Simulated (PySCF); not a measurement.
Which determinant of SrBi⁺ lies lowest?

Unrestricted PBE0; basis Sr def2-SVP with ECP28, Bi def2-SVP with ECP60; scalar-relativistic core potentials; PySCF 2.14. Outer shells of the fragments: Sr+ 5s1; Bi 5d10 6s2 6p3.

Followed along the bond (rough minima from three points):

```csv
2Ms+1,unpaired,⟨S²⟩ at the start,R at minimum (Å),Te (eV)
3,π ↑↑,2.04,3.22,0.00
1,π ↑↓,1.00,3.20,0.30
1,none,0.00,3.19,1.07
3,"σ ↑, π ↑",2.00,none in the scan,≤ 0.94
5,"σ ↑↑, π ↑↑",6.00,none in the scan,≤ 1.11
```

Solutions found at the starting distance of 3.270 Å, counted from the lowest of them; the search is not exhaustive and high or unbound solutions are not listed, so other states can lie among these:

| 2Ms+1 | unpaired | term | E (eV) | ⟨S²⟩ | ⟨Lz²⟩ | μ (D) |
| --- | --- | --- | --- | --- | --- | --- |
| 3 | π ↑↑ | ³Σ⁻ | 0.00 | 2.04 | 0.00 | -12.56 |
| 1 | π ↑↓ | mixed | 0.31 | 1.00 | 2.01 | -12.77 |
| 1 | none | mixed | 1.08 | 0.00 | 2.00 | -12.62 |
| 3 | σ ↑, π ↑ | ³Π | 1.10 | 2.00 | 1.02 | -14.18 |
| 5 | σ ↑↑, π ↑↑ | ⁵Σ⁻ | 1.24 | 6.00 | 0.00 | -6.52 |
| 1 | σ ↓, π ↑ | mixed | 1.38 | 1.02 | 1.01 | -13.97 |

A term symbol is given only where ⟨S²⟩ and ⟨Lz²⟩ are close to those of a pure state; real π, δ and φ orbitals otherwise mix terms. A positive dipole points towards Bi; it is taken about the centre of mass and depends on that origin.

Spin–orbit coupling is left out, which matters for elements this heavy, above all for dissociation energies.
